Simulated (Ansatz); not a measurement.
`C[CH2][Ga]([F])[SH]` and `[NH2][Ga]([F])[SH]` differ in one atom or group.

Ansatz, PBE0-D4/def2-TZVP geometries, multiplicity 1. Each molecule was computed in one conformer, which needn't be the lowest.

Scalar relativity is left out up to krypton.

```tsv
property	`C[CH2][Ga]([F])[SH]`
HOMO energy (PBE0/def2-TZVPP) / eV	-7.82
HOMO–LUMO gap (B3LYP/def2-TZVPP) / eV	6.59
HOMO energy (ωB97M-V/def2-TZVPP) / eV	-10.02
size of the dipole moment (PBE/def2-TZVPP) / D	3.47
HOMO–LUMO gap (PBE/def2-TZVPP) / eV	5.11
LUMO energy (B3LYP/def2-TZVPP) / eV	-0.97
```

Q: Give the same properties after the change, and the shifts. (An estimate is asked.)

A: Ansatz gave: 
```csv
property,`[NH2][Ga]([F])[SH]`,shift
HOMO energy (PBE0/def2-TZVPP) / eV,-7.65,0.17
HOMO–LUMO gap (B3LYP/def2-TZVPP) / eV,6.37,-0.22
HOMO energy (ωB97M-V/def2-TZVPP) / eV,-9.91,0.11
size of the dipole moment (PBE/def2-TZVPP) / D,1.91,-1.56
HOMO–LUMO gap (PBE/def2-TZVPP) / eV,4.69,-0.42
LUMO energy (B3LYP/def2-TZVPP) / eV,-1.03,-0.06
```

Dipoles are sizes alone; their direction can turn.

B3LYP here is the variant with VWN-RPA as its local correlation; programs differ in this.
